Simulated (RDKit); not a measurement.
RDKit input (MMFF94):

```python
from rdkit import Chem
from rdkit.Chem import AllChem, rdDetermineBonds

mol = Chem.MolFromXYZFile('mol.xyz')
rdDetermineBonds.DetermineBonds(mol, charge=1)
print('SMILES', Chem.MolToSmiles(Chem.RemoveHs(mol)))
ff = AllChem.MMFFGetMoleculeForceField(mol, AllChem.MMFFGetMoleculeProperties(mol))
e0 = ff.CalcEnergy()
flag = ff.Minimize(maxIts=5000, forceTol=1e-5)
print(f'energy {e0:.4f} -> {ff.CalcEnergy():.4f} kcal/mol, converged: {flag == 0}')
print(Chem.MolToXYZBlock(mol))
```
mol.xyz:
```
7

N     -1.11030700     0.16666000    -0.15104800
C      0.45712200     0.32590900    -0.04544200
O      1.08125200    -0.60514300     0.26790700
H     -1.35273700    -0.80107100     0.08990400
H     -1.59255300     0.80418600     0.49305300
H      0.76560700     1.34681400    -0.29461900
H     -1.44091300     0.36914900    -1.10160700
```

Output:

```
SMILES [NH3+]C=O
energy -52.5751 -> -63.2416 kcal/mol, converged: True
7

N     -1.073635    0.153997   -0.140931
C      0.330986    0.422562   -0.087152
O      0.965723   -0.559894    0.230319
H     -1.152581   -0.836977    0.115238
H     -1.575470    0.720512    0.543668
H      0.742603    1.419114   -0.315169
H     -1.430154    0.287191   -1.087824
```

The dipole moment of an ion depends on the origin.

The geometry given is a B3LYP-D3(BJ)/def2-TZVP minimum.
